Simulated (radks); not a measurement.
Q: Neutral arsenic, configuration [Ar] 3d10 4s2 4p3. All-electron calculation, scalar-relativistic Kohn-Sham, PBE, spin-unpolarised, spherical densities, finite nucleus; Fermi nuclear charge, rms radius 4.0968 fm. Program: a radial shooting solver on a logarithmic mesh with Libxc functionals. Some entries of the table are withheld. Estimate them.

orbital  occ.  eigenvalue (hartree)  <r^2> (bohr^2)  <1/r> (bohr^-1)
1s          2             -430.6784             (1)            33.47
2s          2             -54.63679         0.04848            7.368
2p          6                   (2)         0.03846            7.220
3s          2              -6.99351          0.4125            2.385
3p          6              -4.91257          0.4477            2.232
3d         10                   (3)          0.5823              (4)
4s          2                   (5)           4.337           0.6796
4p          3              -0.19091           7.762           0.5147

A: 
(1) 1s <r^2> (bohr^2): 0.002786
(2) 2p eigenvalue (hartree): -47.90840
(3) 3d eigenvalue (hartree): -1.49370
(4) 3d <1/r> (bohr^-1): 1.908
(5) 4s eigenvalue (hartree): -0.53265
